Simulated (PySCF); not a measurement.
Basis-set dependence of population analyses: `C/C=N/[SiH2]O`

Species: C2H7NOSi.
Structure used (PBE0-D3(BJ)/def2-SVP), in Å, numbered top down from 1:
```xyz
12
C2H7NOSi angstrom
C      2.3895   -0.0584   -0.0169
C      0.9685   -0.1746    0.4253
N     -0.0147   -0.1629   -0.3725
Si    -1.6893   -0.2652    0.1129
O     -2.4963    1.0979   -0.3853
H      2.8692    0.8068    0.4702
H      2.9588   -0.9490    0.2976
H      2.4442    0.0498   -1.1079
H      0.8372   -0.2750    1.5289
H     -2.2430   -1.4972   -0.5233
H     -1.8630   -0.3134    1.5966
H     -2.3999    1.3243   -1.3153
```

PBE0 throughout (PySCF), one geometry, spherical d and f functions. Isolated species at its PBE0-D3(BJ)/def2-SVP geometry (one conformer only). Atoms taken as equivalent share a column and are averaged. The first 7 of 9 kinds of atom are listed.

Mulliken charges (e):

```csv
basis,functions,C1,C2,N3,Si4,O5,H6/H7/H8,H9
STO-3G,36,-0.247,+0.033,-0.419,+0.806,-0.436,+0.090,+0.051
6-31G,63,-0.542,+0.074,-0.585,+0.985,-0.795,+0.194,+0.144
pcSseg-0,63,-0.698,+0.076,-0.823,+1.162,-0.833,+0.253,+0.206
6-31G*,88,-0.584,+0.080,-0.458,+0.724,-0.734,+0.200,+0.144
cc-pVDZ,109,-0.056,+0.023,-0.309,+0.523,-0.355,+0.063,+0.015
def2-SVP,109,-0.044,-0.024,-0.349,+0.662,-0.412,+0.062,+0.029
aug-cc-pVDZ,182,+0.197,+0.860,-0.727,+0.409,-0.664,-0.060,-0.427
"6-311+G(2d,p)",185,-0.620,+0.122,-0.508,+0.972,-0.656,+0.163,+0.102
def2-TZVP,203,-0.288,-0.034,-0.291,+0.473,-0.534,+0.130,+0.076
cc-pVTZ,252,-0.251,+0.030,-0.262,+0.417,-0.363,+0.105,+0.065
IGLO-III,254,-0.358,+0.135,-0.586,+1.142,-0.645,+0.130,+0.047
```

IAO charges (e):

```
        basis  functions      C1      C2      N3     Si4      O5  H6/H7/H8      H9
       STO-3G         36  -0.415  -0.016  -0.440  +0.954  -0.582    +0.144  +0.086
        6-31G         63  -0.456  +0.065  -0.531  +0.941  -0.743    +0.167  +0.101
     pcSseg-0         63  -0.453  +0.066  -0.531  +0.962  -0.726    +0.164  +0.096
       6-31G*         88  -0.442  +0.092  -0.569  +1.081  -0.772    +0.159  +0.093
      cc-pVDZ        109  -0.442  +0.091  -0.558  +1.070  -0.769    +0.158  +0.092
     def2-SVP        109  -0.431  +0.093  -0.560  +1.085  -0.767    +0.155  +0.089
  aug-cc-pVDZ        182  -0.451  +0.093  -0.572  +1.080  -0.794    +0.162  +0.097
6-311+G(2d,p)        185  -0.454  +0.094  -0.583  +1.115  -0.802    +0.163  +0.097
    def2-TZVP        203  -0.454  +0.095  -0.584  +1.127  -0.802    +0.163  +0.097
      cc-pVTZ        252  -0.456  +0.094  -0.578  +1.112  -0.798    +0.163  +0.097
     IGLO-III        254  -0.455  +0.094  -0.584  +1.123  -0.805    +0.163  +0.098
```

Hirshfeld charges (e):

```json
{"basis": "STO-3G", "functions": "36", "C1": "-0.039", "C2": "+0.052", "N3": "-0.279", "Si4": "+0.511", "O5": "-0.267", "H6/H7/H8": "+0.023", "H9": "+0.001"}
{"basis": "6-31G", "functions": "63", "C1": "-0.096", "C2": "+0.080", "N3": "-0.282", "Si4": "+0.417", "O5": "-0.333", "H6/H7/H8": "+0.050", "H9": "+0.036"}
{"basis": "pcSseg-0", "functions": "63", "C1": "-0.103", "C2": "+0.077", "N3": "-0.262", "Si4": "+0.441", "O5": "-0.329", "H6/H7/H8": "+0.048", "H9": "+0.027"}
{"basis": "6-31G*", "functions": "88", "C1": "-0.097", "C2": "+0.081", "N3": "-0.267", "Si4": "+0.385", "O5": "-0.307", "H6/H7/H8": "+0.049", "H9": "+0.037"}
{"basis": "cc-pVDZ", "functions": "109", "C1": "-0.110", "C2": "+0.076", "N3": "-0.246", "Si4": "+0.397", "O5": "-0.298", "H6/H7/H8": "+0.051", "H9": "+0.033"}
{"basis": "def2-SVP", "functions": "109", "C1": "-0.114", "C2": "+0.079", "N3": "-0.251", "Si4": "+0.404", "O5": "-0.303", "H6/H7/H8": "+0.051", "H9": "+0.033"}
{"basis": "aug-cc-pVDZ", "functions": "182", "C1": "-0.123", "C2": "+0.069", "N3": "-0.262", "Si4": "+0.417", "O5": "-0.314", "H6/H7/H8": "+0.056", "H9": "+0.042"}
{"basis": "6-311+G(2d,p)", "functions": "185", "C1": "-0.115", "C2": "+0.069", "N3": "-0.267", "Si4": "+0.416", "O5": "-0.314", "H6/H7/H8": "+0.054", "H9": "+0.042"}
{"basis": "def2-TZVP", "functions": "203", "C1": "-0.118", "C2": "+0.072", "N3": "-0.261", "Si4": "+0.406", "O5": "-0.311", "H6/H7/H8": "+0.055", "H9": "+0.040"}
{"basis": "cc-pVTZ", "functions": "252", "C1": "-0.119", "C2": "+0.073", "N3": "-0.256", "Si4": "+0.405", "O5": "-0.308", "H6/H7/H8": "+0.054", "H9": "+0.039"}
{"basis": "IGLO-III", "functions": "254", "C1": "-0.123", "C2": "+0.069", "N3": "-0.259", "Si4": "+0.406", "O5": "-0.310", "H6/H7/H8": "+0.056", "H9": "+0.040"}
```

Some averages cover members that differ in this geometry, most widely: H6/H7/H8, Mulliken in aug-cc-pVDZ -0.137 to -0.021 e.

Question: Which scheme is steadiest as the basis changes?

Answer: Largest range over the bases for any column: Hirshfeld 0.13 e, IAO 0.22 e, Mulliken 0.90 e. Hirshfeld charges move least and Mulliken charges most, counted in e. Without the minimal STO-3G basis the ranges are Hirshfeld 0.06, IAO 0.19, Mulliken 0.90 e.

Question: How much do the charges still move between the two largest bases, cc-pVTZ and IGLO-III?

Answer: At most, over all atoms: Mulliken 0.725 e, IAO 0.011 e, Hirshfeld 0.005 e.

Question: What do the same runs give for the total energy, the frontier levels and the dipole moment?

Answer: 
| basis | energy (Eh) | HOMO (eV) | LUMO (eV) | μ (D) |
| --- | --- | --- | --- | --- |
| STO-3G | -493.4687 | -3.77 | 3.05 | 0.61 |
| 6-31G | -499.4207 | -6.85 | -0.53 | 2.22 |
| pcSseg-0 | -498.7101 | -6.93 | -0.68 | 2.01 |
| 6-31G* | -499.5385 | -6.90 | -0.39 | 1.88 |
| cc-pVDZ | -499.5688 | -6.91 | -0.45 | 1.82 |
| def2-SVP | -499.3180 | -6.97 | -0.54 | 1.84 |
| aug-cc-pVDZ | -499.5914 | -7.12 | -0.77 | 1.97 |
| 6-311+G(2d,p) | -499.6489 | -7.18 | -0.79 | 2.03 |
| def2-TZVP | -499.6698 | -7.11 | -0.71 | 1.96 |
| cc-pVTZ | -499.6627 | -7.08 | -0.65 | 1.90 |
| IGLO-III | -499.6754 | -7.15 | -0.74 | 1.96 |

The dipole is fixed by the density alone, so its range of 1.61 D shows that the density itself changes with the basis, not only its division among atoms.
